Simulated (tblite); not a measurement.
Species: C₇H₈NPS.
InChI=1S/C7H8NPS/c1-4-6-7(8(2)3)10-5-9-6/h1,5H,2-3H3

Level: GFN2-xTB in tblite, geometry and Hessian alike; calculated harmonic values, unscaled, isolated species. The method is semi-empirical: single wavenumbers can be off by several per cent or more.

Harmonic wavenumbers (cm⁻¹): 50.2, 90.0, 114.9, 143.4, 166.5, 182.5, 233.9, 267.6, 286.1, 339.1, 361.6, 411.5, 429.8, 435.6, 475.0, 515.9, 563.0, 624.2, 640.2, 655.5, 802.5, 868.2, 929.0, 976.3, 1050.5, 1062.5, 1085.1, 1121.7, 1160.0, 1164.8, 1240.9, 1327.7, 1407.5, 1420.2, 1469.2, 1473.8, 1476.2, 1484.8, 1516.3, 2236.1, 2895.7, 2904.5, 2998.2, 3012.5, 3019.4, 3061.2, 3121.3, 3398.9.

A = 1230, B = 1079, C = 593.4 MHz; mass 169.012 u (most abundant isotopes); point group C1, symmetry number 1.

Task: Zero-point energy?

Result: Half the sum of the wavenumbers: 28336 cm⁻¹ = 81.02 kcal/mol.

Task: Entropy at 200 K, 1 bar (ideal gas, RRHO, classical rotation)?

Result: Translation 39.32, rotation 29.20, vibration 21.27: S = 89.8 cal/(mol K).

Task: And Cp and H(200 K) − H(0)?

Result: Cp = 33.07 cal/(mol K), of which vibrations give 25.12 (their classical limit is 48 R = 95.4); H(200 K) − H(0) = 4.03 kcal/mol without the zero-point energy, 2.44 from vibrations.

Task: How do the functions run with temperature in this model?

Result: 
| T (K) | S (cal/(mol K)) | Cp (cal/(mol K)) | H − H(0) (kcal/mol) | G − H(0) (kcal/mol) | ln q(vib) |
| --- | --- | --- | --- | --- | --- |
| 50 | 60.2 | 13.1 | 0.49 | -2.52 | 0.42 |
| 100 | 71.6 | 20.5 | 1.33 | -5.82 | 1.60 |
| 298.15 | 104.9 | 43.2 | 7.79 | -23.50 | 7.58 |
| 373.15 | 115.4 | 50.0 | 11.29 | -31.76 | 9.86 |
| 500 | 131.4 | 59.5 | 18.26 | -47.43 | 13.59 |
| 750 | 158.2 | 72.5 | 34.89 | -83.75 | 20.42 |
| 1000 | 180.3 | 80.8 | 54.12 | -126.13 | 26.55 |

q(vib) and H(0) count from the zero-point level.

Task: Blend soft modes into free rotors: weight 1/[1 + (100 cm⁻¹/ν̃)⁴] for the oscillator and the rest for a rotor with moment μB/(μ + B), μ = h/(8π²ν), B = 10⁻⁴⁴ kg m². What vibrational entropy results?

Result: 20.32 cal/(mol K) in place of 21.27, which changes −T·S at 200 K by +0.19 kcal/mol.

Task: What must be added to the electronic energy to get the Gibbs energy at 200 K and 1 bar?

Result: ZPE + [H(200 K) − H(0)] − T·S = 81.02 + 4.03 − 17.96 = 67.09 kcal/mol.

Task: Which modes carry the vibrational entropy at 200 K?

Result: 50.2 cm⁻¹: 4.02; 90.0 cm⁻¹: 2.89; 114.9 cm⁻¹: 2.42; 143.4 cm⁻¹: 2.01; 166.5 cm⁻¹: 1.74; 182.5 cm⁻¹: 1.58 cal/(mol K); the other 42 give 6.60 together.

Hindered rotation and anharmonicity are outside this model. The structure is chiral; the term R ln 2 for an equal mix with its mirror image is left out.

Hardware: one thread of an Arm Neoverse V2, shared host. Cost: 0.74 s. The figure is for the frequency step alone.

Shape of the structure used: `[CH:1]#[C:2][c:3]1[p:4][cH:5][s:6][c:7]1[N:8]([CH3:9])[CH3:10]`: S6–C7–N8–C9 -137°.
